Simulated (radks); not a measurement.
The numbers below are computed, except where a source is named.
Dipole-allowed excitations along the series with 46 electrons in [Kr] 4d10. Code: a radial shooting solver on a logarithmic mesh with Libxc functionals. Model: scalar-relativistic Kohn-Sham, LB94 model potential, spin-polarised, spherical densities, finite nucleus; Fermi nuclear charge, rms radius of each element as measured or else 0.836 A^(1/3) + 0.57 fm. Time-dependent linear response with the Hartree and adiabatic LDA kernel, continuum included through the Sternheimer equations, no spin-orbit coupling, so fine structure and intercombination lines are absent. Lines are the poles of the dipole polarisability below minus the highest occupied eigenvalue, found on a grid refined at the orbital gaps; the lowest seven at most are given, and weak or close lines can be missed. The first line takes the name of the lowest orbital gap if no other gap lies below it; otherwise a line is named after a gap within 0.6 % of it, if that gap stands alone.

| species | -e(HOMO) (eV) | lowest orbital gap (eV) | first line (eV) | f | static alpha (bohr^3) |
|---|---|---|---|---|---|
| Tm23+ | 827.97 | 4d-4f 175.69 | 216.45 (4d-4f) | 5.75 | 0.1194 |
| Yb24+ | 885.46 | 4d-4f 181.51 | 223.27 (4d-4f) | 5.57 | 0.1089 |
| Lu25+ | 944.73 | 4d-4f 187.35 | 230.10 (4d-4f) | 5.40 | 0.09956 |
